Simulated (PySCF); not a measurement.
# Core-level binding energies of `CO[Si@@H](C)O`

C2H8O2Si.
SMILES with atom numbers: `[CH3:1][O:2][Si@@H:3]([CH3:4])[OH:5]`

Theory: delta-SCF UKS SCAN, pcX-2 on the ionised atom, pcseg-1 elsewhere, spin-free X2C (PySCF). Each binding energy is the total energy of the core-ionised species, with the hole localised on one atom, minus that of the ground state; both are solved self-consistently, so orbital relaxation is included.

Problem. List the computed XPS lines with their assignment.

Solution. 
| atom(s) | environment | level | binding energy (eV) | 2p1/2 (eV) | above the level's lowest (eV) | count |
| --- | --- | --- | --- | --- | --- | --- |
| Si3 | oxygen-bound silicon | Si 2p3/2 | 107.41 | 108.03 | 0.00 | 1 |
| C4 | Si-methyl carbon | C 1s | 290.26 | – | 0.00 | 1 |
| C1 | methoxy carbon | C 1s | 292.44 | – | +2.18 | 1 |
| O2 | silyl ether oxygen | O 1s | 537.94 | – | 0.00 | 1 |
| O5 | silanol oxygen | O 1s | 538.50 | – | +0.56 | 1 |
| Si3 | oxygen-bound silicon | Si 1s | 1847.49 | – | 0.00 | 1 |

Lowest listed C 1s: C4, bonded to 3 H and Si. Highest, 2.18 eV above it: C1, bonded to O and 3 H. Summing the Pauling electronegativity differences to the bonded atoms, each weighted by its formal bond order, gives -1.70 for the lowest site and -0.16 for the highest.

The listed O 1s values span 0.56 eV, from O2 (bonded to C and Si) to O5 (bonded to H and Si). Summing the Pauling electronegativity differences to the bonded atoms, each weighted by its formal bond order, gives -2.43 for the lowest site and -2.78 for the highest; the largest sum, -2.43, belongs to O2, 0.56 eV below the top. The smallest sum, -2.78, belongs to O5, 0.56 eV above the lowest.

Problem. Which effective nuclear charge Zeff reproduces each element's mean 1s value in the hydrogen-like formula E = 13.606 eV × Zeff²?

Solution. C (Z = 6): mean 291.3 eV, Zeff = 4.63, Z − Zeff = 1.37; O (Z = 8): mean 538.2 eV, Zeff = 6.29, Z − Zeff = 1.71; Si (Z = 14): mean 1847.5 eV, Zeff = 11.65, Z − Zeff = 2.35. Means run over the listed sites, weighted by atom count.

Spin–orbit coupling isn't in the SCF: each 2p doublet comes from a relaxed spin-free hole plus a matrix of the shell (mean-field spin–orbit coupling and the ground-state 2p splitting), with 2p3/2 averaged over its two sublevels. 2p1/2 minus 2p3/2 (ligand field included): Si 0.63 eV. The structure is a single PBE0-D3(BJ)/def2-SVP conformer in the gas phase; no vibrational or solvent corrections.

Shape of the structure used: `[CH3:1][O:2][Si@@H:3]([CH3:4])[OH:5]`: C1–O2–Si3–C4 76°, H–O5–Si3–O2 52°.
